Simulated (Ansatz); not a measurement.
Total energies of `CCC(CC(CC(CC(C)OC)OC)OC)OC` from Ansatz at LC-ωPBE/def2-TZVP, gas phase (1 Eh = 27.2114 eV = 2625.5 kJ/mol). The reference geometry is relaxed at PBE-D4/def2-SVP.

```
                state   geometry  energy (Eh)
     charge 0 singlet  reference   -852.20460
     charge 1 doublet  reference   -851.87635
    charge -1 doublet  reference   -852.12267
free C atom (triplet)          –    -37.82224
free O atom (triplet)          –    -75.04943
free H atom (doublet)          –     -0.50601
```

LC-ωPBE has ω = 0.4 bohr⁻¹. Single mean-field runs in def2-TZVP are fitted with def2-universal-jkfit.

Task: Work out the vertical ionisation energy to the doublet.

Result: E(charge 1 doublet) − E(charge 0 singlet) = -851.87635 − (-852.20460) = 0.32825 Eh = 8.93 eV. For comparison, −ε of the highest occupied level is 9.44 eV at this level, 0.51 eV more.

Task: Work out the vertical electron affinity, to the doublet.

Result: E(charge 0 singlet) − E(charge -1 doublet) = -852.20460 − (-852.12267) = -0.08193 Eh = -2.23 eV; negative, so the extra electron isn't bound. The basis lacks diffuse functions, which makes affinities too small.

Task: Give the fundamental gap IE − EA, the Mulliken electronegativity (IE + EA)/2 and the hardness (IE − EA)/2.

Result: From the values in Eh: IE − EA = 0.32825 − (-0.08193) = 0.41018 Eh = 11.16 eV; (IE + EA)/2 = 3.35 eV; (IE − EA)/2 = 5.58 eV. The HOMO–LUMO gap of the same run is 12.25 eV, 1.09 eV larger than the fundamental gap.

Task: What is the binding energy per atom against free atoms?

Result: Atoms: 14 × (-37.82224) + 4 × (-75.04943) + 30 × (-0.50601) = -844.88938 Eh. Binding: -844.88938 − (-852.20460) = 7.31522 Eh = 199.06 eV, or 4.15 eV for each of 48 atoms (no zero-point energy, no counterpoise term).

At LC-ωPBE/def2-TZVP the highest occupied level of the charge -1 doublet lies above zero (up to 1.73 eV). By energy differences it is unbound by 2.23 eV (vertical, to the charge 0 singlet, at LC-ωPBE/def2-TZVP) and held by the finite basis.
